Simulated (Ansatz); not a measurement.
Start from `CC[CH](O)[AlH2]` and change one atom or group to get `CCC(O)O`.

Ansatz, PBE0-D4/def2-TZVP geometries, multiplicity 1. Each molecule was computed in one conformer, which needn't be the lowest.

| property | `CC[CH](O)[AlH2]` |
| --- | --- |
| LUMO energy (ωB97M-V/def2-TZVPP) / eV | 0.21 |
| HOMO energy (B3LYP/def2-TZVPP) / eV | -7.12 |
| HOMO energy (ωB97M-V/def2-TZVPP) / eV | -9.54 |
| HOMO energy (PBE/def2-TZVPP) / eV | -6.04 |
| HOMO–LUMO gap (PBE0/def2-TZVPP) / eV | 5.95 |
| size of the dipole moment (PBE/def2-TZVPP) / D | 1.88 |

Problem. What does the change do to each property? (Best estimate.)

Solution. The calculation gave: 
| property | `CCC(O)O` | shift |
| --- | --- | --- |
| LUMO energy (ωB97M-V/def2-TZVPP) / eV | 2.50 | 2.29 |
| HOMO energy (B3LYP/def2-TZVPP) / eV | -7.86 | -0.74 |
| HOMO energy (ωB97M-V/def2-TZVPP) / eV | -10.57 | -1.03 |
| HOMO energy (PBE/def2-TZVPP) / eV | -6.40 | -0.36 |
| HOMO–LUMO gap (PBE0/def2-TZVPP) / eV | 9.20 | 3.25 |
| size of the dipole moment (PBE/def2-TZVPP) / D | 0.20 | -1.68 |

With PBE0 the HOMO falls by 0.80 eV and the LUMO rises by 2.45 eV, so the gap widens by about 3.25 eV. PBE moves the HOMO by -0.36 eV and ωB97M-V by -1.03 eV. Dipoles are sizes alone; their direction can turn.

B3LYP here is the variant with VWN-RPA as its local correlation; programs differ in this.
